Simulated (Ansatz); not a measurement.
Correlation energies of `CS[Si]O` by basis set

Cartesian coordinates in Å:
```
C -0.947 0.785 0.943
S 0.532 0.623 -0.094
Si 0.283 -1.402 -0.758
O 1.616 -1.590 -1.711
H -1.569 1.591 0.555
H -0.644 1.017 1.963
H -1.520 -0.145 0.940
H 2.250 -0.879 -1.837
```

Charge 0, multiplicity 1. All single points use the PBE0-D4/def2-TZVP geometry. It is one conformer, not always the lowest. Frozen core, restricted reference, Ansatz 0.2.0. CBS rows extrapolate triple and quadruple zeta.

| basis | HF (Eh) | MP2 corr. |
| --- | --- | --- |
| def2-TZVPP | -801.64066 | -0.69451 |
| def2-QZVPP | -801.66631 | -0.74989 |

**Question.** Estimate the CCSD correlation energy and the (T) correction in each basis where they were run (hartree).

**Answer.** 
| basis | CCSD corr. | (T) |
| --- | --- | --- |
| def2-TZVPP | -0.73250 | -0.03209 |
| def2-QZVPP | -0.77945 | -0.03651 |
| CBS(def2) | -0.81424 | -0.03978 |
